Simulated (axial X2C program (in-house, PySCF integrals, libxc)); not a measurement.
## Spin–orbit effects along a row: molecules with S, HF

All values come from calculations with an axial X2C code built on PySCF integrals, spin-free (one-electron X2C) or two-component (2c: spin–orbit coupling with atomic mean-field Coulomb and Gaunt terms, which also bring small scalar terms), in Dyall basis sets with cores contracted in-house; open shells are unrestricted.

Basis sets: B dyall-v3z, Be dyall-cv3z, C dyall-v3z, F dyall-av3z, Li dyall-cv3z, S dyall-av3z.

```
molecule   spin-free state  Re (Å)  ωe (cm⁻¹)  De (eV)  2c state  Re 2c (Å)  ωe 2c (cm⁻¹)  De 2c (eV)
     LiS  M_S = 1/2, Λ = 1   2.168      581.2     1.91   Ω = 3/2      2.168         581.0        1.92
     BeS    M_S = 0, Λ = 0   1.727     1062.6     1.62     Ω = 0      1.727        1062.2        1.62
      BS  M_S = 1/2, Λ = 0   1.600     1251.3     4.01   Ω = 1/2      1.600        1250.9        4.00
      CS    M_S = 0, Λ = 0   1.514     1419.6     4.14     Ω = 0      1.514        1419.2        4.13
      SF  M_S = 1/2, Λ = 1   1.576      917.8     1.32   Ω = 3/2      1.576         917.5        1.33
```

(1) Work out the shifts from the spin-free to the two-component result.

Each entry is the lowest single determinant of a limited PBE0 search at one distance. De goes to single-determinant-based atoms at the same level (for ions the charge split of lowest energy) and is withheld (n/a) where an atom does not fit its ground term or J level. Main or longest-lived isotopes. One determinant is a doubtful description, or other states lie close, for BS; these need not be ground states, and all values refer to the states named. Some light 2c atoms are not at their ground J level, so De misses part of their lowering (0.04 eV or less).

Results:

(1) 

| molecule | 2c state | ΔRe (Å) | Δωe (cm⁻¹) | ΔDe (eV) |
| --- | --- | --- | --- | --- |
| LiS | Ω = 3/2 | 0.000 | -0.2 | 0.01 |
| BeS | Ω = 0 | 0.000 | -0.4 | 0.00 |
| BS | Ω = 1/2 | 0.000 | -0.4 | -0.01 |
| CS | Ω = 0 | 0.000 | -0.4 | -0.01 |
| SF | Ω = 3/2 | 0.000 | -0.3 | 0.01 |

Shifts of one unit in the last digit are rounding.
